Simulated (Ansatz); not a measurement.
One change: `CC(=O)C=O` becomes `C[C](=O)[SnH3]`.

Ansatz, PBE0-D4/def2-TZVP geometries, multiplicity 1. Each molecule was computed in one conformer, which needn't be the lowest.

Elements past krypton have def2 core potentials.

```tsv
property	`CC(=O)C=O`
HOMO energy (B3LYP/def2-TZVPP) / eV	-7.29
HOMO–LUMO gap (B3LYP/def2-TZVPP) / eV	4.30
LUMO energy (ωB97M-V/def2-TZVPP) / eV	-0.37
LUMO energy (PBE0/def2-TZVPP) / eV	-2.73
HOMO energy (PBE/def2-TZVPP) / eV	-5.89
HOMO–LUMO gap (PBE/def2-TZVPP) / eV	2.07
```

(1) Give the same properties after the change, and the shifts. (An estimate is asked.)

Results:

(1) The calculation gave: 
| property | `C[C](=O)[SnH3]` | shift |
| --- | --- | --- |
| HOMO energy (B3LYP/def2-TZVPP) / eV | -6.50 | 0.79 |
| HOMO–LUMO gap (B3LYP/def2-TZVPP) / eV | 5.19 | 0.89 |
| LUMO energy (ωB97M-V/def2-TZVPP) / eV | 1.19 | 1.56 |
| LUMO energy (PBE0/def2-TZVPP) / eV | -1.05 | 1.68 |
| HOMO energy (PBE/def2-TZVPP) / eV | -5.42 | 0.47 |
| HOMO–LUMO gap (PBE/def2-TZVPP) / eV | 3.21 | 1.14 |

With PBE0 the HOMO rises by 0.81 eV and the LUMO rises by 1.68 eV, so the gap widens by about 0.87 eV. PBE moves the HOMO by 0.47 eV and ωB97M-V by 1.01 eV.

B3LYP here is the variant with VWN-RPA as its local correlation; programs differ in this.
